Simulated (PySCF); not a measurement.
**Mn: excitation energy**

Mn [Ar] 3d5 4s2 (6S) → Mn [Ar] 3d4 4s2 4p1 (high-spin determinant), as a difference of total energies. Calculation: PySCF 2.14, in x2c-TZVPPall with one added diffuse shell each of s, p, d, f type (7s6p5d3f1g, 80 functions); the spin-free X2C one-electron Hamiltonian (Gaussian nucleus). Correlated levels: valence: [Ar] frozen; valence and next inner shell: [Ne] frozen. The calculations carry no spin-orbit coupling.

| method | excitation energy (eV) |
| --- | --- |
| UHF | 7.762 |
| LDA | 9.071 |
| PBE | 8.728 |
| PBE0 | 8.530 |
| r2SCAN | 8.695 |
| B2PLYP | 8.384 |
| M06 | 8.991 |
| r2SCANh | 8.629 |
| SCS-MP2 (valence) | 7.667 |
| MP2 (valence and next inner shell) | 8.588 |
| SCS-MP2 (valence and next inner shell) | 8.085 |

Estimate what PW91 gives.

8.758 eV, closest to PBE among the rows shown.

Estimate what MP2 (valence) gives.

8.224 eV, closest to SCS-MP2 (valence and next inner shell) among the rows shown.

A first-order spin-orbit estimate (lowest level to lowest level, LS coupling) adds -0.082 eV.

The upper state lies above the first ionisation limit, where it may autoionise and the basis confines it.

The determinant of the upper state mixes LS terms, which raises its energy above the lowest term, most at the Hartree-Fock and MP2 levels.
